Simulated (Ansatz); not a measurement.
Reaction (substitution at a C–O bond): `COB(Cl)OC` + `[NH]1[AlH][SiH2]1` → `C[N]1[AlH][SiH2]1` + `COB(O)Cl`

Isolated molecules relaxed with PBE0-D4/def2-TZVP in Ansatz; ΔE leaves out vibrations. CBS: MP2 limit from def2 TZ/QZ plus the TZ coupled-cluster correction, frozen cores. This one scheme is used for every species. DFT in def2-TZVPP. B3LYP here is the variant with VWN-RPA as its local correlation; programs differ in this. Each species was taken in one conformer, which may not be the lowest.

```json
{"level": "PBE0-D4", "ΔE (kJ/mol)": "-23.0", "difference from CCSD(T)/CBS": "-3.7"}
{"level": "ωB97X-V", "ΔE (kJ/mol)": "-16.5", "difference from CCSD(T)/CBS": "2.8"}
{"level": "ωB97M-V", "ΔE (kJ/mol)": "-17.8", "difference from CCSD(T)/CBS": "1.5"}
{"level": "PBE", "ΔE (kJ/mol)": "-23.4", "difference from CCSD(T)/CBS": "-4.1"}
{"level": "B3LYP", "ΔE (kJ/mol)": "-17.3", "difference from CCSD(T)/CBS": "2.0"}
{"level": "HF/def2-TZVPP", "ΔE (kJ/mol)": "-10.4", "difference from CCSD(T)/CBS": "8.9"}
{"level": "CCSD(T)/def2-TZVPP", "ΔE (kJ/mol)": "-19.9", "difference from CCSD(T)/CBS": "-0.6"}
{"level": "MP2/def2-QZVPP", "ΔE (kJ/mol)": "-24.1", "difference from CCSD(T)/CBS": "-4.8"}
{"level": "SCS-MP2/def2-QZVPP", "ΔE (kJ/mol)": "-20.5", "difference from CCSD(T)/CBS": "-1.2"}
{"level": "HF/CBS(def2)", "ΔE (kJ/mol)": "-9.9", "difference from CCSD(T)/CBS": "9.4"}
{"level": "CCSD(T)/CBS", "ΔE (kJ/mol)": "-19.3", "difference from CCSD(T)/CBS": "0"}
```

Largest T1 diagnostic among the species: 0.015.

In def2-TZVPP, CCSD(T) changes the Hartree–Fock value by −9.5 kJ/mol (the triples alone add −1.4 kJ/mol) and MP2 by −14.2 kJ/mol.
